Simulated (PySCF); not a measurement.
## Frontier orbitals and the lowest excitations

C7H8GeO.
Numbering: `[GeH3:1][O:2][c:3]1[cH:4][cH:5][cH:6][c:7]2[c:8]1[CH2:9]2` (hydrogens: H10, H11, H12 on Ge1; H13 on C4; H14 on C5; H15 on C6; H16, H17 on C9)

Cartesian coordinates in Å at the PBE0-D3(BJ)/def2-SVP level; atoms count from 1:
```
atom  x, y, z in Å
Ge1    3.0203   -0.9067   -0.1744
O2     1.3425   -1.1558    0.4316
C3     0.2960   -0.3565    0.1746
C4     0.3777    0.8619   -0.5447
C5    -0.7394    1.6684   -0.7940
C6    -2.0311    1.3311   -0.3480
C7    -2.0542    0.1406    0.3484
C8    -0.9884   -0.6477    0.5965
C9    -2.3096   -1.1114    1.1182
H10    3.7546   -2.1353    0.3660
H11    3.5738    0.4063    0.4052
H12    2.9883   -0.8656   -1.7117
H13    1.3486    1.1962   -0.9233
H14   -0.5902    2.5935   -1.3578
H15   -2.8955    1.9666   -0.5498
H16   -2.5149   -1.0528    2.1977
H17   -2.8181   -1.9563    0.6298
```

Theory: PySCF 2.14.0, density-fitted response routines, TDDFT wB97X-D/def2-SVPD, vertical, gas phase, core orbitals frozen in the response. The wB97X-D/def2-SVPD calculation is non-relativistic and has no spin–orbit coupling, an omission that weighs most on germanium.

Kohn–Sham orbitals with the atoms that hold most of them (Löwdin shares over 4%, at most four atoms; ? is withheld):

```json
{"orbital": "HOMO-3", "ε (eV)": "-10.66", "atoms": "O2 23%, C9 15%, C8 11%, C3 9%"}
{"orbital": "HOMO-2", "ε (eV)": "-10.26", "atoms": "C7 29%, C8 28%, C9 13%, C6 8%"}
{"orbital": "HOMO-1", "ε (eV)": "-8.61", "atoms": "?"}
{"orbital": "HOMO", "ε (eV)": "?", "atoms": "?"}
{"orbital": "LUMO", "ε (eV)": "1.51", "atoms": "Ge1 47%, H12 12%, H11 12%, H10 11%"}
{"orbital": "LUMO+1", "ε (eV)": "1.66", "atoms": "C5 23%, C8 17%, C4 12%, C6 12%"}
{"orbital": "LUMO+2", "ε (eV)": "1.71", "atoms": "C3 18%, C7 17%, C6 16%, C4 14%"}
```

Task: Which atoms hold the HOMO, and with what shares?

Result: O2 (bonded to C and Ge) 19%; C6 (bonded to 2 C and H) 18%; C8 (bonded to 3 C) 16%; C3 (bonded to 2 C and O) 16%. By element: carbon 50% or more, oxygen 19%.

Task: Give the leading atoms of the HOMO-1.

Result: C4 (bonded to 2 C and H) 23%; C7 (bonded to 3 C) 19%; C5 (bonded to 2 C and H) 15%; C8 (bonded to 3 C) 11%.

Task: What is the HOMO energy, and the HOMO–LUMO gap?

Result: ε(HOMO) = -8.27 eV; the gap is 9.78 eV (0.3595 hartree).

Task: How does S1 compare with the orbital gap of 9.78 eV?

Result: S1 is at 5.23 eV (f = 0.0010), 4.55 eV below the gap, made of HOMO→LUMO+1 (33%), HOMO→LUMO+2 (28%), HOMO-1→LUMO+2 (19%). Its leading pair isn't HOMO and LUMO; the energies of that pair differ by 9.93 eV. 

Next come S2 at 5.80 eV (f 0.045), HOMO-1→LUMO+1 (28%), HOMO→LUMO+1 (26%), HOMO→LUMO+2 (23%); S3 at 6.09 eV (f 0.0003), HOMO→LUMO (45%), HOMO→LUMO+3 (39%); S4 at 6.45 eV (f 0.531), HOMO-1→LUMO+1 (46%), HOMO→LUMO+2 (40%); S5 at 6.62 eV (f 0.355), HOMO-1→LUMO+2 (40%), HOMO→LUMO+1 (23%), HOMO→LUMO+3 (14%).

Löwdin shares depend on the basis, the more so with diffuse functions.

Hardware: Arm Neoverse V2, one thread (shared host). Cost: 76 s, 1.3 GiB resident at most.

One conformer stands for the species.
